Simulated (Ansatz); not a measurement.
Geometry optimisation, RKS r2SCANh/cc-pVDZ (Ansatz 0.2.0).

Input file:

```yaml
crystal:
  periodic: [false, false, false]
  atoms:
    - { symbol: Si, position_ang: [0.044144, -0.898639, -1.948657] }
    - { symbol: Cl, position_ang: [2.057381, -1.046536, -1.297059] }
    - { symbol: H, position_ang: [-0.755057, -1.952427, -1.276673] }
    - { symbol: H, position_ang: [0.09044, -1.132826, -3.420441] }
    - { symbol: H, position_ang: [-0.442485, 0.477, -1.667523] }
    - { symbol: H, position_ang: [0.915457, -0.662407, 1.039064] }
    - { symbol: O, position_ang: [-0.025173, -0.440785, 1.087653] }
    - { symbol: Si, position_ang: [-0.375121, 1.083058, 1.729228] }
    - { symbol: H, position_ang: [0.129323, 2.186118, 0.851938] }
    - { symbol: H, position_ang: [-1.860545, 1.136597, 1.810848] }
    - { symbol: H, position_ang: [0.221635, 1.250847, 3.091522] }
basis:
  gaussian: { orbitals: cc-pVDZ }
hamiltonian:
  xc: r2scanh
relax:
  f_tol: 0.03
  max_steps: 50
```

Launched with:

```bash
$ ansatz run input.yaml --threads 4 --pin off --max-ram 5120MiB --backend cpu --events-out ev --progress --plain --runs-dir out
```

Q: Where does it end, and by what steps?

A: The forces met the threshold. After 9 steps the energy has fallen by 0.006 eV; Cl2 moved furthest, 0.18 Å.

```
step  energy less start (eV)  largest force component (eV/Å)  accepted
   0                  0.0000                           0.269       yes
   1                 -0.0035                           0.080       yes
   2                 -0.0044                           0.044       yes
   3                 -0.0049                           0.047       yes
   4                 -0.0054                           0.122       yes
   5                 -0.0058                           0.071       yes
   6                 -0.0060                           0.031       yes
   7                 -0.0062                           0.037       yes
   8                 -0.0064                           0.045       yes
   9                 -0.0065                           0.016       yes
```

```xyz
11
Properties=species:S:1:pos:R:3
Si 0.051 -0.921 -1.983
Cl 2.024 -0.876 -1.249
H -0.678 -2.029 -1.317
H 0.176 -1.177 -3.446
H -0.571 0.407 -1.743
H 0.805 -0.692 0.988
O -0.122 -0.446 1.113
Si -0.353 1.097 1.765
H 0.218 2.162 0.882
H -1.828 1.260 1.873
H 0.278 1.215 3.117
```

Run time: 43 s on 4 threads of Arm Neoverse N1, on a shared host, peak memory 0.28 GiB.
